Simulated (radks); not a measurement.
Values are calculated unless marked as measured or tabulated.
Spin polarisation of the 2p1 shell in N2+. Start: [He] 2s2 2p(up 0.5, down 0.5); electrons of 2p are moved from spin down to spin up, other shells keep equal spins. Level of theory: scalar-relativistic Kohn-Sham, r2SCAN, spin-polarised, spherical densities, finite nucleus; meta-GGA in the generalised Kohn-Sham scheme; Fermi nuclear charge, rms radius of each element as measured or else 0.836 A^(1/3) + 0.57 fm (a radial shooting solver on a logarithmic mesh with Libxc functionals).

moment (Bohr magnetons)  E - E(0) (eV)  e(2p up) (eV)  e(2p down) (eV)  2s down minus up (eV)  1s down minus up (eV)
0                                0.000        -37.169          -37.169                 0.000                  0.000
0.25                            -0.051        -37.563          -36.748                  0.779                  0.258
0.5                             -0.204        -37.929          -36.302                  1.565                  0.517
0.75                            -0.457        -38.270          -35.841                  2.366                  0.777
1                               -0.809        -38.584          -35.406                  3.181                  1.036

At moment 1 the spin-polarisation energy is -0.809 eV and the 2p exchange splitting 3.179 eV, that is 3.179 eV per Bohr magneton; E = -I m^2/4 would give I = 3.235 eV.
